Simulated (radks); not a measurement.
Spin polarisation of the 3p2 shell in the phosphorus ion P+. Start: [Ne] 3s2 3p(up 1, down 1); electrons of 3p are moved from spin down to spin up, other shells keep equal spins. Calculated with a radial shooting solver on a logarithmic mesh with Libxc functionals: scalar-relativistic Kohn-Sham, PBE, spin-polarised, spherical densities, finite nucleus; Fermi nuclear charge, rms radius of each element as measured or else 0.836 A^(1/3) + 0.57 fm.

| moment (Bohr magnetons) | E - E(0) (eV) | e(3p up) (eV) | e(3p down) (eV) | 3s down minus up (eV) | 2p down minus up (eV) |
|---|---|---|---|---|---|
| 0 | 0.000 | -14.215 | -14.215 | 0.000 | 0.000 |
| 0.5 | -0.065 | -14.460 | -13.937 | 0.545 | 0.085 |
| 1 | -0.262 | -14.674 | -13.621 | 1.096 | 0.169 |
| 1.5 | -0.593 | -14.860 | -13.262 | 1.661 | 0.255 |
| 2 | -1.063 | -15.018 | -12.852 | 2.243 | 0.341 |

At moment 2 the spin-polarisation energy is -1.063 eV and the 3p exchange splitting 2.165 eV, that is 1.083 eV per Bohr magneton; E = -I m^2/4 would give I = 1.063 eV.
